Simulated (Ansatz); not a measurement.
Geometry optimisation, RHF/def2-SVP (Ansatz 0.2.0).

Input file:

```yaml
crystal:
  periodic: [false, false, false]
  atoms:
    - { symbol: C, position_ang: [-0.8781, -0.8595, 1.0903] }
    - { symbol: "N", position_ang: [0.2256, -0.2337, 0.421] }
    - { symbol: C, position_ang: [-0.08739, 1.06329, -0.09614] }
    - { symbol: C, position_ang: [1.54432, -0.46764, 0.62137] }
    - { symbol: "N", position_ang: [2.67086, -0.00092, 0.49165] }
    - { symbol: Si, position_ang: [2.70587, -1.6053, 1.3875] }
    - { symbol: H, position_ang: [-1.6446, -0.0458, 1.3211] }
    - { symbol: H, position_ang: [-1.3556, -1.5482, 0.4263] }
    - { symbol: H, position_ang: [-0.6395, -1.2784, 2.0629] }
    - { symbol: H, position_ang: [0.6066, 1.36027, -0.9209] }
    - { symbol: H, position_ang: [-0.08739, 1.82076, 0.66057] }
    - { symbol: H, position_ang: [-1.09113, 1.08597, -0.60971] }
    - { symbol: H, position_ang: [3.49519, -2.57658, 0.57825] }
    - { symbol: H, position_ang: [3.2624, -1.31724, 2.73066] }
basis:
  gaussian: { orbitals: def2-SVP }
hamiltonian:
  xc: hf
relax:
  f_tol: 0.015
  max_steps: 40
```

Run as:

```bash
$ ansatz run input.yaml --threads 2 --pin off --max-ram 3072MiB --backend cpu --events-out ev --progress --plain --runs-dir out
```

Question: Where does it end, and by what steps?

Answer: The run converged. After 11 steps the energy has fallen by 0.938 eV; H12 moved furthest, 0.62 Å.

```tsv
step	energy less start (eV)	largest force component (eV/Å)	accepted
0	0.0000	2.952	yes
1	-0.5782	2.363	yes
2	-0.8320	1.795	yes
3	-0.8944	0.274	yes
4	-0.9092	0.148	yes
5	-0.9181	0.241	yes
6	-0.9309	0.366	yes
7	-0.9371	0.069	yes
8	-0.9379	0.028	yes
9	-0.9380	0.026	yes
10	-0.9381	0.016	yes
11	-0.9382	0.004	yes
```

```xyz
14
Properties=species:S:1:pos:R:3
C -0.915 -0.802 1.172
N 0.197 -0.099 0.588
C -0.082 1.081 -0.199
C 1.462 -0.498 0.776
N 2.571 -0.012 0.360
Si 2.879 -1.432 1.320
H -1.473 -0.160 1.859
H -1.608 -1.152 0.401
H -0.553 -1.665 1.725
H 0.853 1.486 -0.574
H -0.581 1.844 0.404
H -0.729 0.838 -1.047
H 3.281 -2.704 0.696
H 3.423 -1.329 2.685
```

Time of the run: 29 s on 2 threads of Arm Neoverse V1, with other jobs on the host, peak memory 0.3 GiB.
